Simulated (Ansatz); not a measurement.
Geometry optimisation, Ansatz, DFT PBE, scalar-relativistic, plane waves, PAW.

input.yaml

```yaml
crystal:
  lattice:
    - [7.3, 0.0, 0.0]
    - [3.65, 6.321985, 0.0]
    - [0.0, 0.0, 17.73415]
  atoms:
    - { symbol: "Y", position: [0.0, 0.0, 0.05638838] }
    - { symbol: "Y", position: [0.5, 0.0, 0.05638838] }
    - { symbol: "Y", position: [-2.0e-08, 0.50000004, 0.05638838] }
    - { symbol: "Y", position: [0.49999998, 0.50000004, 0.05638838] }
    - { symbol: "Y", position: [-0.16666668, 0.33333336, 0.2180581] }
    - { symbol: "Y", position: [0.33333332, 0.33333336, 0.2180581] }
    - { symbol: "Y", position: [-0.1666667, 0.83333339, 0.2180581] }
    - { symbol: "Y", position: [0.3333333, 0.83333339, 0.2180581] }
    - { symbol: "Y", position: [0.0, 0.0, 0.37972781] }
    - { symbol: "Y", position: [0.5, 0.0, 0.37972781] }
    - { symbol: "Y", position: [-2.0e-08, 0.50000004, 0.37972781] }
    - { symbol: "Y", position: [0.49999998, 0.50000004, 0.37972781] }
    - { symbol: C, position: [-0.1666667, 0.83333339, 0.47727971] }
basis:
  ecutwfc: 420.0
kpoints:
  mp_grid: { grid: [3, 3, 1] }
hamiltonian:
  xc: pbe
scf:
  occupations: { method: fermi_dirac, width: 0.05 }
  lower_state_search: "off"
relax:
  f_tol: 0.03
  max_steps: 60
  adjacent_minimum: "off"
  constraints: [{ sites: [0, 1, 2, 3] }]
output:
  write_density: true
  write_potential: true
  elf: true
  volumetric_format: npy
```

Launched with:

```bash
$ ansatz run input.yaml --threads 4 --pin off --max-ram 10240MiB --backend cpu --events-out ev --progress --plain --runs-dir out
```

**Question.** Where does it end, and by what steps?

**Answer.** It converged. The force dipped under the threshold on the way, but the program's further checks kept it going. Limits of this set-up: coarse k mesh, thin slab, slab without dipole correction. After 16 steps the energy has fallen by 2.547 eV; C13 moved furthest, 2.28 Å. Joined: Y7–C13 (4.60 → 2.33 Å).

| step | energy less start (eV) | largest force component (eV/Å) | accepted |
| --- | --- | --- | --- |
| 0 | 0.0000 | 3.461 | yes |
| 1 | -1.1174 | 3.138 | yes |
| 2 | -1.8248 | 1.985 | yes |
| 3 | -2.1207 | 0.879 | yes |
| 4 | -2.2558 | 0.637 | yes |
| 5 | -2.3439 | 0.370 | yes |
| 6 | -2.3861 | 0.190 | yes |
| 7 | -2.4074 | 0.141 | yes |
| 8 | -2.4305 | 0.150 | yes |
| 9 | -2.4639 | 0.226 | yes |
| 10 | -2.4893 | 0.207 | yes |
| 11 | -2.5059 | 0.328 | yes |
| 12 | -2.5361 | 0.164 | yes |
| 13 | -2.5353 | 0.433 | no |
| 14 | -2.5461 | 0.029 | yes |
| 15 | -2.5470 | 0.036 | yes |
| 16 | -2.5472 | 0.003 | yes |

```xyz
13
Lattice="7.3000 0.0000 0.0000 3.6500 6.3220 0.0000 0.0000 0.0000 17.7341" Properties=species:S:1:pos:R:3
Y 0.000 0.000 1.000
Y 3.650 0.000 1.000
Y 1.825 3.161 1.000
Y 5.475 3.161 1.000
Y 0.025 2.093 3.739
Y 3.625 2.093 3.739
Y 1.825 5.268 3.856
Y 5.475 5.297 3.739
Y 0.033 0.019 6.770
Y 3.617 0.019 6.770
Y 1.825 3.123 6.770
Y 5.475 3.161 6.446
C 1.825 5.268 6.188
```

Whether the end is a true minimum wasn't checked by a vibrational analysis.

Run time: 41 s on 4 threads of Intel(R) Xeon(R) 6975P-C (Granite Rapids), on a shared host, peak memory 1.4 GiB.
